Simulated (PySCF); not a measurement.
Shapes and spin states of MnCl₂

Computed with B3LYP in PySCF with Mn def2-SVP, Cl def2-SVP; no relativity; density-fitted integrals.

Relaxations began from a few typed shapes and spin states; open shells are unrestricted. The search is not exhaustive: other isomers or separated fragments can lie lower, and high-lying points may rest on an excited occupation.

**Question.** Order these stationary points by electronic energy, lowest first, in kJ/mol from the lowest minimum.
A. broken-symmetry Ms = 3/2 (⟨S²⟩ 4.75) D∞h: Mn–Cl 2.166 Å (×2); Cl–Mn–Cl 180.0°
B. sextet D∞h: Mn–Cl 2.191 Å (×2); Cl–Mn–Cl 180.0°
C. broken-symmetry Ms = 1/2 (⟨S²⟩ 2.70) D∞h: Mn–Cl 2.163 Å (×2); Cl–Mn–Cl 180.0°
D. broken-symmetry Ms = 1/2 (⟨S²⟩ 2.75) D∞h: Mn–Cl 2.166 Å (×2); Cl–Mn–Cl 180.0°

**Answer.** B (0.0), A (168.9), C (250.6), D (252.4).

**Question.** Which of them are minima?

**Answer.** By energy in kJ/mol, 0.0: minimum; 168.9: minimum; 250.6: minimum; 252.4: minimum.

Formally Mn is in oxidation state +2, d5, with 5 unpaired electrons (the high-spin count). The Mulliken spin on Mn is 4.93. The polar-tensor charge on Mn, 1.28, is below the formal one.

For the lowest minimum: other spin states or occupations of the open shell can lie lower.

The electron or spin density has lower symmetry than the nuclear frame for the broken-symmetry Ms = 1/2 (⟨S²⟩ 2.70) D∞h at 250.6 kJ/mol.
